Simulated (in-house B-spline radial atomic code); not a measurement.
Values are calculated unless marked as measured or tabulated.
Two electrons in Ge: a spherical dot of radius 7.29 nm with hard walls

For Ge the NSM archive of the Ioffe Institute lists m_l = 1.6 m0, m_t = 0.08 m0 and ε = 16.2; the model takes one isotropic valley with the conductivity mass 3/(1/m_l + 2/m_t) = 0.117 m0, and so misses anisotropy and the other valleys. All triplets below are those of one valley; with several valleys two electrons can form a triplet in the 1s orbital itself, at an energy set by the valley splitting.

Effective-mass model with parabolic bands, a uniform dielectric constant, no image charges, no central-cell or spin-orbit terms. Two-electron levels come from full CI in B-splines with partial waves to l = 5 (up to 0.001 effective hartree above the limit).

Task: What are the effective units, and what is the potential in them?

Result: Ha* = 27211.386 meV × 0.117/16.2² = 12.13 meV and a* = 0.0529177 nm × 16.2/0.117 = 7.327 nm. The radius is R = 0.995 a*. The one-electron levels are π²/2R² = 4.9845 and 4.4934²/2R² = 10.1971 Ha*.

In these units the lowest s and p orbitals lie at 4.9845 and 10.1971, and their Coulomb and exchange integrals are J_ss = 1.7950, J_sp = 1.6278 and K_sp = 0.3615. (For an empty sphere J_ss = 1.786/R.) Full CI gives 11.6995 for the ground singlet, 16.4344 for the sp triplet, 17.1013 for the sp singlet and 26.4154 for the lowest triplet of two s orbitals.

Task: What does it cost to add the second electron, to first order and exactly?

Result: To first order E = 2ε_s + J_ss = 11.7641, so the charging energy E(2) − 2E(1) is J_ss = 21.78 meV. CI gives 11.6995 − 2 × (4.9845) = 1.7305, or 20.99 meV: relaxation and correlation lower it by 0.7834 meV, 3.6 % of J_ss. The s² configuration of one-electron orbitals holds 99.5 % of the state, and the mean radius is 3.7 nm.

Task: How far above the singlet do the triplets lie?

Result: To first order the sp triplet lies at ε_s + ε_p + J_sp − K_sp = 16.4480, which is 56.82 meV above 2ε_s + J_ss. CI gives 16.4344 − (11.6995) = 4.7349, or 57.44 meV, 91 % of the orbital spacing of 63.23 meV. The ss triplet lies 178.5 meV up, so the lower of the two is the sp one, and its gap equals k_BT at 667 K. The sp singlet-triplet splitting is 8.09 meV, against 2K_sp = 8.77 meV.
